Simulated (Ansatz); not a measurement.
Relaxation of C₂H₅ClOSi (10 atoms, charge 0, multiplicity 1), to a largest force component of 0.015 eV/Å in at most 40 steps.

Theory: Ansatz 0.2.0, RKS r2SCAN-D4/6-31G.

```xyz
10
Properties=species:S:1:pos:R:3:forces:R:3
O -0.972 0.027 1.797 -3.51 -0.11 2.00
Si 0.403 -0.200 0.984 -0.02 -0.06 -3.06
Cl 1.074 1.687 0.600 1.06 2.63 -0.61
C 1.887 -0.713 2.636 -1.54 1.79 3.08
C 1.617 -1.395 1.451 2.17 -5.30 -0.41
H -1.721 -0.555 1.590 -0.32 0.25 0.25
H 1.126 -0.744 3.468 0.99 -0.30 -0.62
H 2.450 0.206 2.649 0.68 0.01 0.00
H 1.188 -2.431 1.538 0.18 0.93 -0.01
H 2.442 -1.492 0.766 0.31 0.15 -0.63
```

Task: Where does it end, and by what steps?

Result: The run converged. Limits of this set-up: no polarisation functions. After 27 steps the energy has fallen by 2.089 eV; Cl3 moved furthest, 0.86 Å. Parted: Si2–C4, Si2–C5.

```csv
step,energy less start (eV),largest force component (eV/Å),accepted
0,0.0000,5.299,yes
1,-0.8891,2.290,yes
2,-1.2255,1.496,yes
3,-1.5875,1.672,yes
4,-1.7106,1.032,yes
5,-1.7522,0.729,yes
6,-1.8203,0.460,yes
7,-1.8372,0.275,yes
8,-1.8508,0.294,yes
9,-1.8392,1.717,no
10,-1.8694,0.226,yes
11,-1.8897,0.789,yes
12,-1.8963,1.671,yes
13,-1.9822,0.522,yes
14,-1.8817,1.165,no
15,-2.0240,0.383,yes
16,-2.0591,0.329,yes
17,-2.0469,1.159,no
18,-2.0787,0.217,yes
19,-2.0861,0.075,yes
20,-2.0838,0.115,no
21,-2.0887,0.035,yes
22,-2.0893,0.024,yes
23,-2.0893,0.027,yes
24,-2.0894,0.022,yes
25,-2.0894,0.018,yes
26,-2.0894,0.017,yes
27,-2.0894,0.012,yes
```

```xyz
10
Properties=species:S:1:pos:R:3
O -1.179 -0.545 1.186
Si 0.156 -0.068 0.219
Cl 0.458 2.055 1.080
C 2.010 -0.648 2.609
C 1.886 -1.682 1.753
H -1.644 -0.045 1.880
H 1.277 -0.464 3.391
H 2.832 0.060 2.541
H 1.069 -2.396 1.837
H 2.628 -1.879 0.983
```

Whether the end is a true minimum wasn't checked by a vibrational analysis.

The run took 3 min on 1 thread of Arm Neoverse V1 (shared host), peak memory 0.18 GiB.
